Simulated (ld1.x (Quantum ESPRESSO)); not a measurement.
# PBEsol TM semilocal dataset for Au, scalar-relativistic all-electron reference.

ld1.x (Quantum ESPRESSO) 7.5 input, shortened:

```
&input
   title='Au', zed=79., rel=1, dft='PBESOL', iswitch=3,
   config='[Xe] 4f14 5d10 6s1 6p0'
 /
 &inputp
   pseudotype=1, tm=.true., lloc=1,
   nlcc=.false.
 /
3
6S  1  0   1.00   0.00  2.45  2.45  0.0
5D  3  2  10.00   0.00  1.55  1.55  0.0
6P  2  1   0.00   0.00  3.80  3.80  0.0
 &test
   configts(1)='5d10 6s1 6p0'
 /
```

All-electron outer shells of the reference configuration (PBEsol, scalar-relativistic, ld1.x):

```
shell  level (eV)  outermost node (bohr)  outermost maximum (bohr)
   4f      -81.19                      –                      0.37
   5p      -59.80                   0.52                      0.96
   5d       -6.90                   0.56                      1.21
   6s       -5.80                   1.11                      2.32
   6p       -0.70                   1.32                      3.55
```

Question: Estimate the cutoffs (Ry, on a coarse ladder) from which the occupation-weighted sum of valence levels, in a spherical-Bessel basis at the reference potential, stays within 10 and 1 mRy of its value at 400 Ry.

Answer: 45 Ry and 70 Ry.

Question: Which valence shell sets the plane-wave cutoff?

Answer: 5d: its level needs 45 Ry to come within 1 mRy, against 18 Ry for 6s.

Question: Tests: 5d10 6s0 6p0; 5d9 6s0 6p0; 5d8 6s0 6p0; 5d7 6s0 6p0; 5d9 6s1 6p0; 5d9 6s2 6p0; 5d10 6s0 6p1. Which has the largest error in its energy relative to the reference configuration, and how large is it?

Answer: 5d7 6s0 6p0, with -200 meV (all-electron minus pseudo) on +112.32 eV.
